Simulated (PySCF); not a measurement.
Start geometry of [NiF4]2- (`[F][Ni-2]([F])([F])[F]`) from GFN2-xTB (Å):
```
atom  x, y, z in Å
Ni1    0.000    0.000    0.000
F2     0.544    0.917    1.480
F3     1.594   -0.889   -0.035
F4    -1.593    0.891    0.033
F5    -0.545   -0.919   -1.479
```

Q: What comes out of this run: PySCF, PBE0-D3(BJ)/def2-SVP geometry optimisation, gas phase?

A: 
```
atom  x, y, z in Å
Ni1    0.000    0.000    0.000
F2     0.469    1.018    1.461
F3     1.682   -0.750   -0.022
F4    -1.682    0.749    0.022
F5    -0.469   -1.018   -1.461
```

The energy falls by 0.011 eV over 13 energy and gradient evaluations, the largest force component goes from 0.0046 to 2.8e-04 Eh/bohr, and the atoms move by 0.015 Å rms after alignment. Among the bonds, Ni1–F2, Ni1–F3, Ni1–F4 and Ni1–F5 change most and about equally (+0.016 to +0.017 Å). Bonds longer at the end by more than 0.005 Å: 4 of 4; shorter: 0. Rotational constants go from 3995, 3991, 1997 to 3930, 3916, 1962 MHz. The orientation of the end geometry is arbitrary; only internal coordinates are fixed.

The run used 87 basis functions and 85 SCF cycles in all.

Whether it is a minimum is left open (no frequencies). Whether so highly charged an anion holds all its electrons in the gas phase wasn't checked; a finite basis holds them in any case. No counter-ion or solvent screens the charge of this multiply charged ion. The geometry's basis has no diffuse functions, a weakness for an anion.
The closed-shell solution of the metal species wasn't tested for stability.
